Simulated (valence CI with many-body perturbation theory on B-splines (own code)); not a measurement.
**Level structure of K13+**

Computed by valence CI with perturbative core correlation (CI+MBPT): four valence electrons over a frozen Dirac-Fock core [He], radial functions for each j: 11 s, 11 p, 10 d, 8 f, 5 g, 2 h, with the one-electron correlation potential Σ1, the two-electron term Σ2, the three-electron term Σ3, Breit, model QED; selected CI, second order for the rest, scaled by the run's own slope (own B-spline code, finite nucleus).

No measured spectrum was set against this ion. As an estimate, levels of excited configurations hold to 0.05 to 0.15 % of their energy, terms of the ground configuration to about 0.5 %. Among the levels kept, up to 940 cm⁻¹ of a level comes from second order outside the variational space, and about a tenth of that is noise between levels of different J, which matters for small intervals.

Levels 136 to 180 of 182, with energies above the lowest level, 2s²2p² ³P_0. "Leading %" is the weight of the configuration and term that name the level; weights of strongly mixed levels are sums over their largest components and can fall short. Lifetimes count E1, E2, E3, M1 and M2 decay at the calculated energies, and are blank where another channel may lead or the interval is too uncertain; long ones can be off by a factor of two.

```
No.  Configuration  Term  J  E (Ry)  Leading %      g  Lifetime  Second component
136        2s2p²3d    ³P  0  39.675         98           257 fs                  
137        2s2p²3d    ³P  1  39.684         97  1.499    258 fs                  
138        2s2p²3d    ³P  2  39.696         93  1.476    261 fs    4 % 2s2p²3d ¹D
139        2s2p²3d    ³S  1  39.792         90  1.937    358 fs    5 % 2s2p²3d ¹P
140        2s2p²3d    ¹D  2  39.806         92  1.023    268 fs    4 % 2s2p²3d ³P
141        2s2p²3d    ¹P  1  39.880         90  1.057    592 fs    6 % 2s2p²3d ³S
142        2s2p²3p   ¹D°  2  39.907         94  1.016   5.36 ps                  
143          2p³3s   ⁵S°  2  40.050         98  1.995   31.4 ps                  
144        2s2p²3d    ¹S  0  40.121         96           444 fs                  
145        2s2p²3p   ¹P°  1  40.171         94  1.018   3.41 ps                  
146        2s2p²3d    ³F  2  40.369         52  0.884    535 fs   34 % 2s2p²3d ³D
147        2s2p²3d    ³D  1  40.385         89  0.558    715 fs    7 % 2s2p²3d ¹P
148        2s2p²3d    ³D  3  40.389         57  1.229    427 fs   36 % 2s2p²3d ³F
149        2s2p²3d    ³D  2  40.469         64  1.063    889 fs   19 % 2s2p²3d ³F
150        2s2p²3d    ³F  3  40.599         52  1.194    648 fs   44 % 2s2p²3d ³D
151        2s2p²3d    ³F  4  40.614         94  1.247    979 fs                  
152          2p³3s   ³S°  1  40.689         76  1.981   1.15 ps  21 % 2s2p²3p ³S°
153        2s2p²3d    ¹D  2  40.706         39  0.981    588 fs   30 % 2s2p²3d ³D
154        2s2p²3d    ¹P  1  40.733         59  0.844    277 fs   34 % 2s2p²3d ³D
155        2s2p²3d    ³D  3  40.776         89  1.317   1.05 ps    5 % 2s2p²3d ³F
156        2s2p²3d    ³D  1  40.798         69  0.642    411 fs   25 % 2s2p²3d ¹P
157        2s2p²3d    ³D  2  40.802         54  1.101    840 fs   40 % 2s2p²3d ¹D
158        2s2p²3d    ³P  2  40.923         85  1.456    202 fs    8 % 2s2p²3d ³D
159        2s2p²3d    ³P  1  40.972         90  1.462    192 fs    4 % 2s2p²3d ¹P
160        2s2p²3d    ³P  0  40.976         97           187 fs                  
161        2s2p²3d    ¹F  3  41.074         93  1.006    137 fs                  
162          2p³3s   ³D°  1  41.098         92  0.524   2.59 ps                  
163          2p³3s   ³D°  2  41.105         92  1.174   2.60 ps                  
164          2p³3s   ³D°  3  41.126         94  1.332   2.53 ps                  
165          2p³3p    ⁵P  1  41.131         97  2.483   1.62 ps                  
166          2p³3p    ⁵P  2  41.149         95  1.820   1.64 ps                  
167          2p³3p    ⁵P  3  41.186         98  1.663   1.61 ps                  
168          2p³3s   ¹D°  2  41.355         91  1.011   1.19 ps   5 % 2s2p²3p ¹D°
169        2s2p²3d    ¹D  2  41.368         91  1.021    151 fs                  
170          2p³3p    ³P  1  41.477         95  1.498    983 fs                  
171          2p³3p    ³P  2  41.487         93  1.494    818 fs                  
172          2p³3p    ³P  0  41.503         98          1.01 ps                  
173          2p³3p    ³D  1  42.002         54  0.735   1.25 ps     41 % 2p³3p ¹P
174          2p³3s   ³P°  0  42.029         93          2.16 ps                  
175          2p³3s   ³P°  1  42.048         90  1.485   2.09 ps                  
176          2p³3p    ³D  2  42.071         85  1.107   1.57 ps     12 % 2p³3p ³F
177          2p³3s   ³P°  2  42.092         87  1.482   2.00 ps                  
178          2p³3p    ³D  3  42.105         79  1.286   1.58 ps     17 % 2p³3p ³F
179          2p³3p    ¹P  1  42.133         56  0.791   1.14 ps     40 % 2p³3p ³D
180          2p³3p    ³F  2  42.159         80  0.741   2.03 ps     13 % 2p³3p ³D
```

Names give the largest LS component (configuration and term), which can be under half, so a name can repeat, a term be missing and a line seem to break the LS rules; names also repeat where a configuration has a term twice.
